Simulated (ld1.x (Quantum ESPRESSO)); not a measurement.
**Varying the TM potential for Ti (Z = 22)**

Base potential:

```
Element                 : Ti (Z = 22)
Generator               : ld1.x (Quantum ESPRESSO) 7.5
Type                    : norm-conserving Troullier–Martins (Kleinman–Bylander form)
Functional              : PBE
Relativity              : fully relativistic
Frozen core             : [Ar]
Valence charge          : 4
Reference configuration : 3d2 4s2 4p0
Partial waves           : 4s (bound): rc 3.20 bohr; 4p (bound, empty): rc 3.15 bohr; 3d (bound): rc 1.80 bohr
Local potential         : the d channel
Core correction         : none
```

Open shells are filled in proportion to 2j + 1 (rel_dist='average').

Cutoffs, loose and tight: the cutoffs (Ry, on a coarse ladder) from which the occupation-weighted sum of valence levels, in a spherical-Bessel basis at the reference potential, stays within 10 and 1 mRy of its value at 400 Ry. They do not see the model core or the augmentation charge, which bear on the density cutoff. Test errors are all-electron minus pseudo excitation energies from the reference, over the configurations 3d2 4s1 4p0; 3d2 4s0 4p0; 3d1 4s0 4p0; 3d2 4s1.5 4p0; 3d2 4s1 4p1; 3d2 4s0 4p2; 3d2.5 4s1.5 4p0. A dash means not determined; rows that change the core or the reference have their own tests. The largest error is taken over the tests solved by every variant that gives reliable tests at all: 3d1 4s0 4p0; 3d2 4s0 4p0; 3d2 4s1 4p0; 3d2 4s1 4p1; 3d2 4s1.5 4p0; 3d2.5 4s1.5 4p0.

A true bound ghost makes a file unfit for plane-wave use even where its test errors are small: the radial tests pick states by their node count and pass the ghost by. Where a test does run into it, the solver fails or the error is huge.

```csv
change,outcome,"cutoff, loose","cutoff, tight",bound ghosts,largest test error (meV)
base,generated,60 Ry,70 Ry,"s, p3/2, p1/2",+389
wave 3d (bound): rc 1.80 bohr becomes 3d (bound): rc 2.78 bohr,generated,30 Ry,40 Ry,s,+571
wave 4s (bound): rc 3.20 bohr becomes 4s (bound): rc 4.18 bohr,generated,60 Ry,70 Ry,"s, p3/2, p1/2",+90
"all radii scaled by about 1.36 (s 4.34, p 4.28, d 2.44 bohr)",generated,40 Ry,45 Ry,"s, p3/2, p1/2",+48
wave 4p (bound): rc 3.15 bohr becomes 4p (bound): rc 2.98 bohr,generated,60 Ry,70 Ry,"s, p3/2, p1/2",+389
functional LDA (PZ),generated,60 Ry,70 Ry,"s, p3/2, p1/2",+278
core correction a·sin(br)/r model core inside 2.22 bohr,generated,60 Ry,70 Ry,"s, p3/2, p1/2",-132
```

(1) What comes out with this change to the base: local potential all-electron potential smoothed inside 1.85 bohr (lloc = -1)?

## Answers

(1) outcome: generated; cutoff, loose: 60 Ry; cutoff, tight: 70 Ry; bound ghosts: s; largest test error (meV): +398.
